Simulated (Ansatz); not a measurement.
C3H5FSi can be A, `C=C1C[SiH]1F`, or B, `FC1([SiH3])C=C1`.

Program: Ansatz. Geometries: PBE0-D4/def2-TZVP. ΔE: electronic, gas phase. CCSD(T)/CBS is the MP2 limit (def2-TZVPP, def2-QZVPP) plus CCSD(T) − MP2 in def2-TZVPP, frozen cores. DFT in def2-TZVPP. B3LYP here is the variant with VWN-RPA as its local correlation; programs differ in this.

Problem. Which isomer does CCSD(T)/CBS put lower? Give the gap. (Best estimate.)

Solution. Ansatz gave: A, by 60.4 kcal/mol.

Problem. Give E(B) − E(A) in kcal/mol with B2PLYP, PBE0-D4, MP2/def2-TZVPP, CCSD(T)/def2-TZVPP, HF/def2-TZVPP, B3LYP, ωB97M-V. (An estimate is asked.)

Solution. Ansatz gave: B2PLYP 59.9, PBE0-D4 58.2, MP2/def2-TZVPP 61.1, CCSD(T)/def2-TZVPP 60.1, HF/def2-TZVPP 58.4, B3LYP 58.9, ωB97M-V 58.5. None reverses the order clearly.

Largest T1 diagnostic: 0.012.

From PBE to PBE0 (25 % exact exchange), in def2-TZVPP and without D4, E(B) − E(A) moves by +1.1 kcal/mol. In def2-TZVPP, CCSD(T) changes the Hartree–Fock value by +1.7 kcal/mol (the triples alone add −0.1 kcal/mol) and MP2 by +2.8 kcal/mol.
